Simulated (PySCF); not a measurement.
How methods differ on the excitation energy of Gd

Gd [Xe] 4f7 5d1 6s2 (9D) → Gd [Xe] 4f8 6s2 (7F), as a difference of total energies. All numbers are calculated (PySCF 2.14, the spin-free X2C one-electron Hamiltonian (Gaussian nucleus), in cc-pVDZ-X2C (8s7p5d3f1g, 84 functions)). Correlated levels: valence: [Kr] 4d10 frozen. The calculations carry no spin-orbit coupling.

Task: Order these methods by the excitation energy they give, lowest first.
A. CCSD(T) (valence)
B. UHF
C. MP2 (valence)
D. SCS-MP2 (valence)

Result: C (16241 cm⁻¹), D (16606 cm⁻¹), A (19543 cm⁻¹), B (36665 cm⁻¹).

Errors of the correlated levels include the incompleteness of this basis and the frozen core.

For comparison: 12097 cm⁻¹ (measured; NIST levels, between the centres of gravity of the two terms).
